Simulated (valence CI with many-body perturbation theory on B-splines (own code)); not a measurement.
## Sensitivity of CI+MBPT for Pr XX

Calculated by configuration interaction combined with many-body perturbation theory (CI+MBPT): four valence electrons over a frozen Dirac-Fock core [Kr], a basis of 6 s, 6 p, 5 d, 5 f, 1 g functions for each j, with the one-electron correlation potential Σ1 (screened to all orders), the two-electron term Σ2, the three-electron term Σ3, Breit, model QED; selected single and double excitations, second order for the rest, scaled by the run's own slope (own B-spline code, finite nucleus).

No measured levels were compared; by estimate terms of the open shell hold to 2 to 4 % of their energy, and close levels can change places. Only levels of the ground parity were solved; by the run's estimate the other parity begins above the list, which can be wrong where configurations are misplaced.

The reference run has the lowest level (4d3/2^4) J=0 and an ionisation energy of 555.415 eV. Its largest variational space holds 9894 state functions.

Levels are named by their leading jj configuration (3d3/2^4 stands for four electrons in 3d with j = 3/2), which in mixed levels can hold well under half, so a name can repeat and another be missing. Letters in brackets count levels of one name in rising energy.

Changed runs:
A. cutoff of virtual states (hartree) 6962 → 29000
B. highest l in the core sums 6 → 4
C. highest l in the core sums 6 → 7
D. closed core [Kr] → [Kr] 4d1 (bad on purpose)

Excitation energies of the reference run in cm⁻¹, and shifts in cm⁻¹:

```csv
Level,Reference,A,B,C
(4d3/2^3 4d5/2) J=1,19756,+0.2,+82,-3.7
(4d3/2^2 4d5/2^2) J=2 [a],33675,+0.3,+107,-5.1
(4d3/2^3 4d5/2) J=3,42519,+0.3,+104,-5.1
(4d3/2^3 4d5/2) J=4,44804,+0.2,+108,-3.2
(4d3/2^2 4d5/2^2) J=0,63591,+0.3,-12,-4.2
(4d3/2^2 4d5/2^2) J=4 [a],66413,+0.4,+197,-5.2
(4d3/2^2 4d5/2^2) J=3 [a],74930,+0.3,+107,-3.8
(4d3/2^2 4d5/2^2) J=2 [b],77189,+0.3,-11,-2.7
(4d3/2^2 4d5/2^2) J=5,80809,+0.4,+247,-4.9
(4d3/2^2 4d5/2^2) J=1,83942,+0.4,-39,-4.4
(4d3/2^2 4d5/2^2) J=6,87107,+0.4,+306,-4.9
(4d3/2^2 4d5/2^2) J=4 [b],94430,+0.4,+139,-4.6
Ionisation energy (eV),555.415,+9.5e-05,+0.132,-0.022
```

Run D: It gave no result: the perturbation theory needs a core of closed shells. The program said: "the core must hold closed shells only".
